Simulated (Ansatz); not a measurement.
C2H4OSi (`O=C=C[SiH3]`): the same geometry under several functionals.

```yaml
crystal:
  periodic: [false, false, false]
  atoms:
    - {symbol: O, position_ang: [1.434399, -1.284872, 1.947165]}
    - {symbol: C, position_ang: [1.186876, -0.644684, 1.017838]}
    - {symbol: C, position_ang: [0.866896, 0.072120, -0.027274]}
    - {symbol: Si, position_ang: [-0.904853, 0.278645, -0.507895]}
    - {symbol: H, position_ang: [1.678697, 0.527262, -0.583074]}
    - {symbol: H, position_ang: [-1.291097, 1.713660, -0.489318]}
    - {symbol: H, position_ang: [-1.142927, -0.245373, -1.878124]}
    - {symbol: H, position_ang: [-1.735891, -0.473958, 0.464983]}
basis:
  gaussian: {orbitals: def2-TZVPP}
hamiltonian: {xc: lda}
output: {orbitals: {seedname: orbitals}}
```

```sh
$ ansatz run in.yaml --threads 4 --pin off --events-out ev --progress --plain
```

Output, abridged:

```
Functional definition: SPW92
  name "SPW92"
  cite "Dirac, Proc. Camb. Phil. Soc. 26, 376 (1930) doi:10.1017/S0305004100016108"
  cite "Slater, Phys. Rev. 81, 385 (1951) doi:10.1103/PhysRev.81.385"
  cite "Perdew & Wang, Phys. Rev. B 45, 13244 (1992) doi:10.1103/PhysRevB.45.13244"
  exchange = slater_x
  correlation = pw_c
1035 factors; their error is unknown
mean field evaluation 1: about -11990.1942 eV, gradient 6.3e1 eV
mean field evaluation 2: about -11979.6109 eV, gradient 8.3e1 eV
mean field evaluation 4: about -11998.3856 eV, gradient 1.5e1 eV
mean field evaluation 8: about -11998.8144 eV, gradient 2.0e-1 eV
mean field evaluation 16: about -11998.7932 eV, gradient 1.9e-4 eV
mean field -11998.79317260 eV, -440.9475160188 hartree, gradient 3.3e-5 eV, S^2 0.000000; 0 other end points of the search recorded, 0 dependent functions left out
reference -11998.79320839 eV, -440.9475173343 hartree; 19, 19 occupied and 172, 172 virtual orbitals, 1035 factors
Total energy: -11998.79320839 eV, -440.9475173343 hartree
```

Run time 0.7 s (4 threads of a server CPU on a shared host); peak host memory 0.21 GiB.

Changing it to `hamiltonian: {xc: {name: B97M-V}}` (abridged; 2.4 s):

```
Functional definition: B97M-V
mean field evaluation 16: about -12062.4662 eV, gradient 3.2e-5 eV
mean field -12062.46618934 eV, -443.2874562249 hartree, gradient 3.3e-5 eV, S^2 0.000000
Total energy: -12062.46624650 eV, -443.2874583256 hartree
```

With the line `hamiltonian: {xc: {name: B2PLYP}}` (abridged; 2.3 s):

```
Functional definition: B2PLYP
mean field evaluation 16: about -12052.5577 eV, gradient 1.6e-4 eV
mean field -12052.55770349 eV, -442.9233260861 hartree, gradient 1.8e-6 eV, S^2 0.000000
8 core orbitals not correlated: weight in the atoms' cores, before any rotation towards them, 1.000 or more for the frozen orbitals, at most 0.000 for the correlated occupied ones
second order -22.08332665 eV of doubles, -0.00000000 eV of singles
Total energy: -12058.52035936 eV, -443.1424496479 hartree
```

The same input with `hamiltonian: {xc: {name: revPBE}, dispersion: d4}` (abridged; 1.1 s):

```
Functional definition: revPBE
mean field evaluation 16: about -12062.2174 eV, gradient 2.9e-4 eV
mean field -12062.21736453 eV, -443.2783120817 hartree, gradient 3.7e-5 eV, S^2 0.000000
Total energy: -12062.66433759 eV, -443.2947380390 hartree
```

Changing it to `hamiltonian: {xc: {name: wB97M-V}}` and forces (abridged; 3.9 s):

```
Functional definition: wB97M-V
mean field evaluation 16: about -12062.8150 eV, gradient 3.6e-5 eV
mean field -12062.81503166 eV, -443.3002759438 hartree, gradient 3.7e-5 eV, S^2 0.000000
Total energy: -12062.81507780 eV, -443.3002776394 hartree
Atom 0 force     0.009767    -0.011835     0.017997 eV/Å
Atom 1 force     0.031034    -0.045847     0.067703 eV/Å
Atom 2 force     0.001338     0.110849    -0.157332 eV/Å
Atom 3 force    -0.167802     0.030876    -0.060742 eV/Å
Atom 4 force    -0.036411    -0.052824     0.071080 eV/Å
Atom 5 force     0.041671    -0.177047    -0.002130 eV/Å
Atom 6 force     0.023850     0.063822     0.168691 eV/Å
Atom 7 force     0.096553     0.082006    -0.105265 eV/Å
Dipole moment:     0.045380     0.151623    -0.209173 e Å
```

Changing it to `hamiltonian: {xc: {name: r2SCANh}, dispersion: d4}` (abridged; 1.9 s):

```
Functional definition: r2SCANh
mean field evaluation 16: about -12061.6793 eV, gradient 4.3e-5 eV
mean field -12061.67934500 eV, -443.2585402287 hartree, gradient 4.3e-5 eV, S^2 0.000000
Total energy: -12061.71562614 eV, -443.2598735360 hartree
```
